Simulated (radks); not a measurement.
Values are calculated unless marked as measured or tabulated.
Effect of the nuclear size on neutral rhodium, [Kr] 4d8 5s1. Level of theory: Dirac Kohn-Sham, exchange-only LDA, spin-unpolarised, spherical densities, finite nucleus; open shells are shared between the two j in proportion to 2j + 1; Fermi nuclear charge, rms radius 4.4945 fm (a radial shooting solver on a logarithmic mesh with Libxc functionals). The rms radius is varied about that value; shifts are against it.

rms radius (fm)  total energy shift (eV)  density at nucleus (e/bohr^3)  1s1/2 shift (meV)  2s1/2 shift (meV)  3p1/2 shift (meV)  4s1/2 shift (meV)  4p1/2 shift (meV)
3.8653                            -0.571                      1.228e+05               -241              -26.5              0.321             -0.876              0.060
4.072                             -0.392                       1.22e+05               -165              -18.2              0.220             -0.601              0.041
4.4945                                 0                      1.205e+05              0.000              0.000              0.000              0.000              0.000
4.7192                             0.222                      1.198e+05               93.7               10.3             -0.125              0.341             -0.023
5.0114                             0.525                      1.189e+05                222               24.3             -0.295              0.805             -0.055

Slopes of the eigenvalues against <r^2> in GHz/fm^2, as finite differences over the two radii next to the reference (eigenvalue slopes, not the field-shift constants of lines): 1s1/2 11000, 2s1/2 1210, 3p1/2 -14.7, 4s1/2 40.0, 4p1/2 -2.73.
